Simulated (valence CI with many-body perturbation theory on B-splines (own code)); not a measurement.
# Tl16+: E2, M1 decay

Calculated by relativistic CI+MBPT: five valence electrons over a frozen Dirac-Fock core [Kr] 4d10 4f14, a basis of 11 s, 11 p, 10 d, 8 f, 5 g, 2 h functions for each j, with the one-electron correlation potential Σ1 (screened to all orders), the two-electron term Σ2, the three-electron term Σ3, Breit, model QED; selected single and double excitations, second order for the rest, scaled by the run's own slope (own B-spline code, finite nucleus).

No measured levels were compared; by estimate levels hold to about 250 cm⁻¹ or 0.2 % of their energy and the worst to 1 %, as in measured heavy ions of charge 2 to 7. The list stops below the first excitations out of the core. Only levels of the ground parity were solved; by the run's estimate the other parity begins above the list, which can be wrong where configurations are misplaced.

Lines 1 to 6 of 6 in falling wavelength, among levels below 44.204 eV, chosen from the decays that carry over 1 % of a level's rate. Wavelengths and rates use the calculated energies, so an error of 500 cm⁻¹ moves a line at 52.99 nm by 0.26 % and its rate by three times that or more. Electric multipoles are in the length gauge, E1 and E2 with the static RPA response of the core. Weak lines are less certain than strong ones. Lines between different terms over intervals too small for the method are left out, as are lines whose strength nearly cancels.

Levels are named by their leading jj configuration (3d3/2^4 stands for four electrons in 3d with j = 3/2), which in mixed levels can hold well under half, so a name can repeat and another be missing.

```
λ vac (nm)                       Upper                       Lower  Type   A (s⁻¹)  Branch %
     52.99  (5s^2 5p1/2 5p3/2^2) J=3/2  (5s^2 5p1/2^2 5p3/2) J=3/2    M1  1.34e+05      98.8
     52.99  (5s^2 5p1/2 5p3/2^2) J=3/2  (5s^2 5p1/2^2 5p3/2) J=3/2    E2  1.60e+03       1.2
     47.92  (5s^2 5p1/2 5p3/2^2) J=5/2  (5s^2 5p1/2^2 5p3/2) J=3/2    M1  2.43e+04      76.6
     47.92  (5s^2 5p1/2 5p3/2^2) J=5/2  (5s^2 5p1/2^2 5p3/2) J=3/2    E2  7.37e+03      23.3
     42.73  (5s^2 5p1/2 5p3/2^2) J=1/2  (5s^2 5p1/2^2 5p3/2) J=3/2    M1  1.00e+05      91.7
     42.73  (5s^2 5p1/2 5p3/2^2) J=1/2  (5s^2 5p1/2^2 5p3/2) J=3/2    E2  9.07e+03       8.3
```
